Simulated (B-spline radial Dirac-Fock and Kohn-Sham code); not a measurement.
# Auger parameter of tantalum: the M5 level and its strongest M5-NN line

These are calculated numbers from an atomic code on a B-spline grid; the model is Dirac-Fock (average of configuration) total-energy differences with a finite nucleus, the Breit interaction including its frequency dependence, and self-energy and vacuum-polarisation corrections. The modified Auger parameter α′ is the binding energy plus the kinetic energy of the Auger electron; it does not depend on the energy zero. For free ions it tends to fall with charge, since less charge screens the final holes.

```tsv
species	configuration	binding 3d5/2 (eV)	Auger line	kinetic (eV)	α′ (eV)
Ta	[Xe] 4f14 5d3 6s2	1741.6	N6N7 J=6	1656.9	3398.6
Ta⁺	[Xe] 4f14 5d3 6s1	1749.6	N6N7 J=6	1647.6	3397.2
Ta⁺ (Watson 2.4 Å)	[Xe] 4f14 5d3 6s1	1743.7	N6N7 J=6	1653.6	3397.3
Ta⁺ (Watson 2.7 Å)	[Xe] 4f14 5d3 6s1	1744.3	N6N7 J=6	1653.0	3397.2
Ta²⁺	[Xe] 4f14 5d3	1758.6	N6N7 J=6	1637.5	3396.1
Ta³⁺	[Xe] 4f14 5d2	1772.3	N6N7 J=6	1622.5	3394.7
Ta³⁺ (Watson 2.2 Å)	[Xe] 4f14 5d2	1752.7	N6N7 J=6	1642.1	3394.8
Ta⁴⁺	[Xe] 4f14 5d1	1787.3	N6N7 J=6	1606.5	3393.8
Ta⁴⁺ (Watson 1.8 Å)	[Xe] 4f14 5d1	1755.4	N6N7 J=6	1638.4	3393.8
Ta⁴⁺ (Watson 3 Å)	[Xe] 4f14 5d1	1768.1	N6N7 J=6	1625.7	3393.8
Ta⁵⁺	[Xe] 4f14	1803.6	N6N7 J=6	1589.5	3393.1
Ta⁵⁺ (Watson 2.7 Å)	[Xe] 4f14	1776.9	N6N7 J=6	1616.2	3393.1
```
